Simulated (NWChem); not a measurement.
**Basis-set convergence for H5BGe**

SMILES: [BH2][GeH3]
```xyz
7

B     -1.6886    -0.0845    -0.3898
Ge     0.3260     0.0150     0.0700
H      1.1630    -1.1585    -0.4845
H      0.9764     1.3353    -0.4032
H      0.4605    -0.0168     1.6146
H     -2.3813     0.8963    -0.2818
H     -2.2080    -1.1154    -0.7360
```
Charge 0, spin multiplicity 1.

Everything below was run with NWChem. Structure: optimised with B3LYP/def2-SVP, a minimum by its harmonic frequencies.

Quantity: LUMO energy at the level B3LYP.

The Hamiltonian is non-relativistic. B3LYP has NWChem's definition, with VWN1-RPA local correlation. The Pople sets run with spherical d functions. The structure started from a generated list of species.

Relative cost: rough, from shared machines, SCF included, 3-21G = 1.

```
basis        functions  LUMO energy (eV)  relative cost
-----------  ---------  ----------------  -------------
3-21G               41               [?]              1
6-31G*              56               [?]        under 3
pcseg-1             66             -2.63        under 3
def2-SVP            71               [?]        under 3
6-311G**            92             -2.61        under 3
aug-cc-pVDZ        104             -2.66             10
aug-pcseg-1        104             -2.63              5
pcseg-2            143             -2.66              9
cc-pVTZ            143             -2.64             20
def2-TZVPP         149             -2.65              9
```

### Question
What belongs in the gaps?

### Answer

- 3-21G, LUMO energy (eV): -2.47
- 6-31G*, LUMO energy (eV): -2.32
- def2-SVP, LUMO energy (eV): -2.57
